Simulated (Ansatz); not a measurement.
`C[SiH](C)[AlH][OH]` and `C[SiH](C)[AlH2]` differ in one atom or group.

Ansatz, PBE0-D4/def2-TZVP geometries, multiplicity 1. Each molecule was computed in one conformer, which needn't be the lowest.

```
                                                                                  property  `C[SiH](C)[AlH][OH]`
                                                       HOMO–LUMO gap (PBE/def2-TZVPP) / eV                  3.98
                                                      HOMO–LUMO gap (PBE0/def2-TZVPP) / eV                  5.81
                                          size of the dipole moment (B3LYP/def2-TZVPP) / D                  0.65
                                                     HOMO–LUMO gap (B3LYP/def2-TZVPP) / eV                  5.46
ideal-gas entropy at 298 K and 1 bar (rigid rotor, harmonic PBE0-D4/def2-TZVP) / J/(mol·K)                   403
                                                       HOMO energy (B3LYP/def2-TZVPP) / eV                 -6.83
```

Q: What does the change do to each property? (Best estimate.)

A: The calculation gave: 
```csv
property,`C[SiH](C)[AlH2]`,shift
HOMO–LUMO gap (PBE/def2-TZVPP) / eV,3.29,-0.69
HOMO–LUMO gap (PBE0/def2-TZVPP) / eV,5.11,-0.70
size of the dipole moment (B3LYP/def2-TZVPP) / D,1.04,0.39
HOMO–LUMO gap (B3LYP/def2-TZVPP) / eV,4.75,-0.71
"ideal-gas entropy at 298 K and 1 bar (rigid rotor, harmonic PBE0-D4/def2-TZVP) / J/(mol·K)",373,-30
HOMO energy (B3LYP/def2-TZVPP) / eV,-6.82,0.01
```

The zero-point energy changes by -20.6 kJ/mol with -3 modes. Dipoles are sizes alone; their direction can turn. Modes under 60 cm⁻¹, often nearly free rotors, make the harmonic entropy too high.

Positive LUMOs are unbound, so they and the gaps depend on the basis.

B3LYP here is the variant with VWN-RPA as its local correlation; programs differ in this.
